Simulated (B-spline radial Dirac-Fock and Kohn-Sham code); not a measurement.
## Auger decay of the M3 hole in Pm²⁺

System: promethium as Pm²⁺ in the configuration [Xe] 4f5.

The computed values come from a radial B-spline solver: independent-particle radiative and Coulomb Auger rates from relativistic LDA hole-state orbitals, with Dirac-Fock energies. Kinetic energies are configuration averages from the vacuum level; the two-hole energies are estimated from single-hole states.

```
transition  kinetic energy (eV)  width (meV)  share (%)
   M3-M5N2                15.54          887       12.4
   M3-M4N3                17.15          680        9.5
   M3-M5N3                41.25         1550       21.7
   M3-M5N4                157.7          414        5.8
   M3-M5N5                162.8          642        9.0
   M3-M5O1                252.8          137        1.9
   M3-M5O3                278.6          186        2.6
   M3-M5N6                291.5          606        8.4
   M3-M5N7                292.3          725       10.1
   M3-N3N5                949.1          177        2.5
```

Coster-Kronig rates are the weakest part of this model and often come out 1.5 to 2.5 times too large. The listed channels hold 84 % of the non-radiative rate. Summed by principal shells, of 7.17 eV in all: MMN 81.5 %, MNN 9.5 %, MMO 7.7 %, MNO 1.3 %.
